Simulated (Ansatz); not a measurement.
Reaction (isomerisation): `C=CB[SeH]` → `CBC=[Se]`

Isolated molecules relaxed with PBE0-D4/def2-TZVP in Ansatz; ΔE leaves out vibrations. CCSD(T)/CBS is the MP2 limit (def2-TZVPP, def2-QZVPP) plus CCSD(T) − MP2 in def2-TZVPP, frozen cores. Functionals use def2-TZVPP. HSE06 is defined as in plane-wave codes. For Se outer-core shells are correlated without core-valence functions, which leaves a few kJ/mol of doubt a bond. Scalar relativity is left out up to krypton. One conformer a species, not always the lowest.

```json
{"level": "r2SCAN-D4", "ΔE (kcal/mol)": "20.7"}
{"level": "HSE06-D4", "ΔE (kcal/mol)": "21.6"}
{"level": "BLYP", "ΔE (kcal/mol)": "20.2"}
{"level": "BHLYP", "ΔE (kcal/mol)": "24.3"}
{"level": "CCSD(T)/def2-SVP", "ΔE (kcal/mol)": "23.2"}
{"level": "HF/def2-TZVPP", "ΔE (kcal/mol)": "27.8"}
{"level": "HF/def2-QZVPP", "ΔE (kcal/mol)": "27.6"}
{"level": "HF/CBS(def2)", "ΔE (kcal/mol)": "27.6"}
```

Question: What does CCSD(T)/CBS give? (An estimate is asked.)

Answer: Computed: +21.4 kcal/mol. The listed levels differ from it by -0.7, 0.2, -1.2, 2.9, 1.8, 6.4, 6.2, 6.2 kcal/mol.

Largest T1 diagnostic among the species: 0.018.

Leaving LDA and LC-ωPBE aside and taking each functional with its dispersion term where it has one, the values, not all of them listed here, spread over 4.7 kcal/mol, from revPBE-D4 to BHLYP-D4. From BLYP to BHLYP (50 % exact exchange), in def2-TZVPP and without D4, ΔE moves by +4.1 kcal/mol. At CCSD(T), def2-SVP lies +1.8 kcal/mol from the extrapolated value and def2-TZVPP +0.5 kcal/mol.
